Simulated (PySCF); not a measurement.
ZrF₂I₂, SMILES [F][Zr]([F])([I])[I], multiplicity 1.

Geometry optimised at B3LYP-D3(BJ)/def2-SVP. The spin state was assumed, not searched. The structure was generated by enumeration; whether it is a known compound was not checked. The def2 effective core potentials stand for the cores of I, Zr; spin–orbit coupling is left out.

Method: B3LYP-D3(BJ)/def2-SVP in PySCF.

Frequencies are harmonic and unscaled.

Computed vibrational spectrum:
| mode | ν (cm⁻¹) | IR (km/mol) | Raman (Å⁴/amu) | depolarisation | moving atoms (share of kinetic energy) |
|---|---|---|---|---|---|
| 1 | 52 | 0.2 | 3.0 | 0.64 | I 77 %, Zr 17 % |
| 2 | 100 | 4.1 | 1.1 | 0.75 | F 56 %, Zr 35 %, I 10 % |
| 3 | 116 | 0.0 | 1.7 | 0.75 | F 93 % |
| 4 | 125 | 1.5 | 0.2 | 0.75 | F 76 %, I 24 % |
| 5 | 148 | 3.0 | 1.6 | 0.37 | F 81 %, I 19 % |
| 6 | 224 | 20.1 | 8.0 | 0.06 | Zr 46 %, I 38 %, F 16 % |
| 7 | 272 | 81.3 | 1.3 | 0.75 | Zr 71 %, I 24 % |
| 8 | 692 | 136.3 | 10.6 | 0.08 | F 87 %, Zr 13 % |
| 9 | 707 | 120.4 | 0.3 | 0.75 | F 77 %, Zr 23 % |
